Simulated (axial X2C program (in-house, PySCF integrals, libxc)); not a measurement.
**Worked dissociation energy of YH: CCSD, scalar-relativistic**

All values were computed with an in-house relativistic program for diatomic molecules. Spin-free means the one-electron spin-free X2C Hamiltonian. Basis: Y dyall-cv3z [11s12p9d6f3g], H dyall-v3z [6s2p1d] (cores contracted in-house); Gaussian nuclei, density fitting, unrestricted open shells. Masses: Y 88.906 u, H 1.008 u.

Molecular state: M_S = 0, Λ = 0 (closed shell).

Correlated methods: 12 electrons correlated (number of frozen shells: Y 3 s, 2 p, 1 d; H none), 242 virtual spin orbitals or spinors in MP2, 88 natural virtuals in coupled cluster.

| Quantity | Value |
| --- | --- |
| E(Y) (2M_S = 1, M_L = 0) | -3383.251107 hartree |
| E(H) (2M_S = 1, M_L = 0) | -0.500004 hartree |
| E(YH) at Re | -3383.862408 hartree |
| ωe | 1496.4 cm⁻¹ |
| ωexe | 16 cm⁻¹ |

(1) Work out De and D0.

Occupations by symmetry block were frozen at the best pattern of an incomplete PBE0 search. Closed shells are restricted here (equal orbitals for both partners); the stretched side of such a curve lies too high. De is counted from the lowest determinant-based energies of the atoms at the same level, without counterpoise correction. CCSD ran in a truncated set of natural virtual spinors with an MP2 remainder; without triples it tends to underbind. PBE0 can misorder states that lie within some tenths of an eV, so this need not be the ground state of the molecule. The nearest other spin-free determinant of the search, M_S = 1, Λ = 2, lies 0.49 eV up at the distance of the search.

Each atomic determinant is the lowest at this level and need not be a pure term. Totals compare only within one Hamiltonian and basis.

Answers

(1) De = -3383.251107 + (-0.500004) − (-3383.862408) = 0.11130 hartree = 3.029 eV. The zero-point energy is ωe/2 − ωexe/4 = 744 cm⁻¹ = 0.092 eV, so D0 = 2.936 eV.
